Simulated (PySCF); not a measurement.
Positional isomers: benzothiophene ethynyl+boryl. Gas-phase values, no solvent. One relaxed conformer stands for each flexible species; it need not be the lowest. Strings in code marks are SMILES.

The four lowest singlet excitations (Tamm–Dancoff). These are PySCF with PBE-D3(BJ)/def2-TZVP // PBE0-D3(BJ)/def2-SVP values and carry that method's errors. Excitations are Tamm–Dancoff values on a coarser integration grid. The basis has no diffuse functions, so Rydberg states are missing or too high.

```csv
state,energy (eV),wavelength (nm),oscillator strength
S1,2.92,425,0.038
S2,3.17,391,0.052
S3,3.57,347,0.000
S4,4.29,289,0.052
```

Q: Name which member gives these states.
(A) `Bc1cc(C#C)c2ccsc2c1`
(B) `Bc1cc2ccc(C#C)cc2s1`
(C) `Bc1c(C#C)ccc2ccsc12`
(D) `Bc1cc2c(C#C)cccc2s1`

A: C, `Bc1c(C#C)ccc2ccsc12`
